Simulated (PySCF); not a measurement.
## [Eu(SH)2]+ at several levels of theory

Computed with PySCF 2.14.0 (density fitting, no spin-orbit coupling) at the geometry relaxed with PBE0:

```xyz
5
[Eu(SH)2]+ (singlet in the valence; each metal's 4f electrons, 6 of them, lie in its core potential, out of spins and levels)
Eu   -1.1867    0.9407   -0.2631
S    -0.0783    0.6176    1.9693
H     0.8599   -0.2881    1.5982
S    -0.0783   -0.4935   -2.0040
H     0.8599   -1.0753   -1.2170
```

```csv
level,basis,state,HOMO (eV),gap (eV),charge on Eu1 (e),population of f-type functions on Eu1 (polarisation alone where 4f lies in the core),dipole about the centre of mass (D),largest force component (eV/Å)
PBE0,"Eu lcecp-1-SVP with ECP52, S def2-SVP, H def2-SVP",singlet,-12.15,4.77,1.13,0.04,3.81,0.00
M06-L,the same,singlet,-11.17,3.89,1.28,0.03,4.00,0.18
B3LYP,the same,singlet,-11.87,4.20,1.07,0.03,3.71,0.24
revPBE,the same,singlet,-11.02,3.03,1.04,0.03,3.33,0.36
PBE0,"Eu lcecp-1-TZVP with ECP52, S def2-TZVP, H def2-TZVP",singlet,-12.06,4.77,1.43,0.04,4.10,0.16
```

In the lcecp rows the 4f levels are missing from HOMO and gap, and the state counts the valence alone.

Charges are Mulliken's, which hang on the basis. The relaxation used the grid (50, 194), these runs (75, 302) or, all-electron (x2c bases, spin-free X2C Hamiltonian), (99, 590).

(1) What does TPSS with Eu lcecp-1-SVP with ECP52, S def2-SVP, H def2-SVP give here?

An lcecp potential fixes the number of 4f electrons, so in runs with it no electron can move into or out of that shell.

Answers

(1) state singlet, HOMO (eV) -11.14, gap (eV) 3.24, charge on Eu1 (e) 1.12, population of f-type functions on Eu1 (polarisation alone where 4f lies in the core) 0.03, dipole about the centre of mass (D) 3.61, largest force component (eV/Å) 0.28. Time: 4.5 s on 2 threads of Arm Neoverse V1, with other jobs on the host, from an already converged density.
